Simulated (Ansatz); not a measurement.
Molecule: chloro(dimethyl)borane, C₂H₆BCl, net charge 0, singlet state. SMILES: CB(C)Cl
Geometry: optimised at B3LYP-D3(BJ)/def2-TZVP (Ansatz, a quantum-chemistry and plane-wave program).

Quantity: vertical ionisation energy (to the doublet state of charge +1; each state is the SCF solution reached for its spin), in eV. Correlated levels leave the core frozen unless marked. Open shells are spin-unrestricted. Spin-orbit coupling is left out. Non-relativistic. CBS(X,Y): correlation extrapolated as X^-3; Hartree-Fock from the larger set. [CCSD(T)-MP2]/basis is that difference in the basis named.

Level to compare with: RI-MP2/CBS(aug-cc-pV(T+d)Z,aug-cc-pV(Q+d)Z)+[CCSD(T)-MP2]/aug-cc-pV(T+d)Z (Ansatz), 11.00 eV. It is a level with limits of its own, and the differences hold the functionals' basis error too.

Problem. Rank these functionals by how close they come to RI-MP2/CBS(aug-cc-pV(T+d)Z,aug-cc-pV(Q+d)Z)+[CCSD(T)-MP2]/aug-cc-pV(T+d)Z, closest first: BHLYP/def2-TZVPD (Ansatz); PBE/def2-TZVPD (Ansatz); PBE0/def2-TZVPD (Ansatz).

Solution. BHLYP/def2-TZVPD (global hybrid, 10.74 eV, difference -0.26), PBE0/def2-TZVPD (global hybrid, 10.53 eV, difference -0.47), PBE/def2-TZVPD (GGA, 10.18 eV, difference -0.82)
